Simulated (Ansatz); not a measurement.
CF2 (SMILES F[C]F), singlet, geometry from GFN2-xTB. Base run: HF/6-31G* in Ansatz (a first-principles code).

Geometry (Å):
```xyz
3

F     -1.0293    -0.2287     0.0341
C     -0.0168     0.5893     0.0347
F      1.0406    -0.1642    -0.0572
```
Charge 0, spin multiplicity 1.
All else is at Ansatz's defaults.
Base energy -236.65981 Eh.

The base run was repeated with changes; each row names its change, and settings that it needs were set with it.

```
change                                                           ΔE vs base (mEh)
---------------------------------------------------------------  ----------------
base                                                                        0.000
lower_state_search = full                                                   0.000
accuracy = high                                                            -0.003
lower_state_search = off                                                    0.000
lower_state_search = light                                                  0.000
point_charge = charge:-1.0 position_ang:-1.3285, 2.8808, 2.6253            -0.551
fitting.mean_field = def2-universal-JKFIT                                   0.129
point_charge = charge:0.5 position_ang:-0.9805, 3.1545, 2.4652             -1.733
forces = on                                                                 0.000
fitting.mean_field = cc-pVTZ-JKFIT                                          0.104
point_charge = charge:1.0 position_ang:-0.4009, -3.918, -0.7249            -0.670
```
